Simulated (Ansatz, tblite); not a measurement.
Cost and result up the ladder for Ag2Se (the lowest singlet isomer of a short search) (3 atoms). Charge 0, multiplicity 1. Geometry: r2SCAN-D4/def2-TZVP.

Cartesian coordinates in Å:
```
Ag 0.1035 -0.5443 1.4800
Ag 1.0087 -0.0328 -1.2161
Se -1.1122 0.5771 -0.2639
```

Ansatz on 4 threads of Arm Neoverse V2 on a shared host; xTB runs through tblite on one thread. Times are rough, summed over both states, and most runs start from the orbitals of an earlier one. B2PLYP/def2-TZVP serves as the yardstick here, not as an exact answer. The other state is a quintet at its own geometry.

In the def2 sets Ag takes a core potential; there is no spin–orbit coupling. The xTB rows come from tblite. Correlated methods freeze 9 core orbitals; core or outer-core shells of Ag, Se are correlated, in sets that lack core-valence functions. The structure comes from a short search, and lower isomers may exist.

Correlated methods converge slowly with the basis.

xTB has no spin-polarisation term.

```json
{"level": "GFN2-xTB", "functions": "27", "wall time": "0.006 s", "quintet − singlet (eV)": "4.39", "difference from B2PLYP/def2-TZVP (eV)": "0.14", "remarks": "–"}
{"level": "GFN1-xTB", "functions": "27", "wall time": "0.007 s", "quintet − singlet (eV)": "4.95", "difference from B2PLYP/def2-TZVP (eV)": "0.71", "remarks": "–"}
{"level": "HF/def2-TZVP", "functions": "128", "wall time": "3 s", "quintet − singlet (eV)": "3.11", "difference from B2PLYP/def2-TZVP (eV)": "-1.13", "remarks": "–"}
{"level": "PBE-D4/def2-TZVP", "functions": "128", "wall time": "3.2 s", "quintet − singlet (eV)": "3.81", "difference from B2PLYP/def2-TZVP (eV)": "-0.43", "remarks": "–"}
{"level": "BLYP-D4/def2-TZVP", "functions": "128", "wall time": "3.7 s", "quintet − singlet (eV)": "3.72", "difference from B2PLYP/def2-TZVP (eV)": "-0.52", "remarks": "–"}
{"level": "RPA@PBE/def2-TZVP", "functions": "128", "wall time": "6.6 s", "quintet − singlet (eV)": "4.04", "difference from B2PLYP/def2-TZVP (eV)": "-0.20", "remarks": "–"}
{"level": "PBE0-D4/def2-TZVP (with forces)", "functions": "128", "wall time": "9 s", "quintet − singlet (eV)": "4.06", "difference from B2PLYP/def2-TZVP (eV)": "-0.18", "remarks": "–"}
{"level": "r2SCAN-D4/def2-TZVP", "functions": "128", "wall time": "9.4 s", "quintet − singlet (eV)": "3.74", "difference from B2PLYP/def2-TZVP (eV)": "-0.50", "remarks": "–"}
{"level": "B2PLYP/def2-TZVP", "functions": "128", "wall time": "9.4 s", "quintet − singlet (eV)": "4.24", "difference from B2PLYP/def2-TZVP (eV)": "0.00", "remarks": "test for broken spin undecided (singlet)"}
{"level": "r2SCAN0-D4/def2-TZVP", "functions": "128", "wall time": "11 s", "quintet − singlet (eV)": "3.95", "difference from B2PLYP/def2-TZVP (eV)": "-0.30", "remarks": "–"}
{"level": "ωB97M-V/def2-TZVP", "functions": "128", "wall time": "21 s", "quintet − singlet (eV)": "4.38", "difference from B2PLYP/def2-TZVP (eV)": "0.14", "remarks": "–"}
```
